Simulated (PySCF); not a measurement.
Calculation: PBE-D3(BJ)/def2-TZVP // BP86-D3(BJ)/def2-SVP (PySCF 2.14.0). Gas-phase values, no solvent. 

Reference species: [Ti(F)4] (neutral, multiplicity 1).

```json
{
 "LUMO": "-4.10 eV",
 "mean_distance_from_the_central_atom_to_its_bonded_neighbours": "1.744 Å",
 "coordination_number": "4",
 "charge on the central atom (meta-Löwdin)": "1.54 e"
}
```

Changed species: [Ti(F)2(H)2] (2 of 4 F replaced by H; the reference has 0 of 4 F replaced by H).

Predict the effect on the LUMO, mean distance from the central atom to its bonded neighbours, coordination number and charge on the central atom (meta-Löwdin).

the LUMO falls by 0.28 eV, to -4.38 eV; the mean distance from the central atom to its bonded neighbours decreases by 0.028 Å, to 1.716 Å; the coordination number is nearly the same; the charge on the central atom (meta-Löwdin) falls by 0.35 e, to 1.19 e.
